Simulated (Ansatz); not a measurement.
A run for Ansatz (a program for electronic structure): R-RI-MP2/cc-pVQZ on CH6GeO2 (SMILES [CH3][GeH]([OH])[OH]), a point of a torsion scan. Files ending in .json are basis or fitting sets from the Basis Set Exchange. The run froze 17 orbitals, filled d shells among them.

Ansatz 0.2 input:
```yaml
crystal:
  periodic: [false, false, false]
  atoms:
    - {symbol: C, position_ang: [-1.31420627, -0.58762951, -0.14354798]}
    - {symbol: Ge, position_ang: [0.32837368, 0.26979892, 0.54151270]}
    - {symbol: O, position_ang: [1.02509586, 1.42292386, -0.59278409]}
    - {symbol: O, position_ang: [-0.10579461, 1.29485293, 1.87263729]}
    - {symbol: H, position_ang: [-1.12109167, -1.58013282, -0.53922030]}
    - {symbol: H, position_ang: [-1.75929047, 0.02425189, -0.92308634]}
    - {symbol: H, position_ang: [-2.02678382, -0.67834148, 0.66939768]}
    - {symbol: H, position_ang: [1.43560384, -0.66785569, 0.99058804]}
    - {symbol: H, position_ang: [1.30413150, 1.09116383, -1.44149312]}
    - {symbol: H, position_ang: [0.32055697, 2.14973550, 1.86083122]}
basis:
  gaussian:
    orbitals: cc-pVQZ
    fitting: {mean_field: def2-universal-JKFIT, correlation: cc-pVQZ-RIFIT.json}
magnetization: {spin_polarized: false}
correlation: {method: mp2, electrons: outside_noble_gas}
scf: {lower_state_search: off}
```

The log:

```
WARN ansatz: RAYON_NUM_THREADS=1 ignored (pool sized by the plan → 1); use --threads N
Functional definition: HF
these checks for a lower state are left out or cut short: stability, starts, cluster_reference, orbital_swaps, neighbouring_geometries, increment
integrals: 0.73 GiB planned
603 factors; integrals over basis functions are off by at most 5.6e0 eV
mean field: 1.11 GiB planned
mean field evaluation 1: about -61673.4699 eV, gradient 5.4e1 eV
mean field evaluation 2: about -61676.8964 eV, gradient 3.5e1 eV
mean field evaluation 4: about -61678.7574 eV, gradient 1.2e0 eV
mean field -61678.76168053 eV, -2266.6526843931 hartree, gradient 2.8e-6 eV, S^2 0.000000; 0 other end points of the search recorded, 0 dependent functions left out
17 core orbitals not correlated
952 factors; their error is unknown
reference -61678.76168053 eV, -2266.6526843931 hartree; 13, 13 occupied and 383, 383 virtual orbitals, 952 factors
second order -23.00182712 eV of doubles, -0.00000000 eV of singles
Total energy: -61701.76350765 eV, -2267.4979859486 hartree
Checks for a lower state left out: stability, starts, cluster_reference, orbital_swaps, neighbouring_geometries, increment
```

The calculation finished and met its thresholds.

Cost: roughly 6 core-seconds.
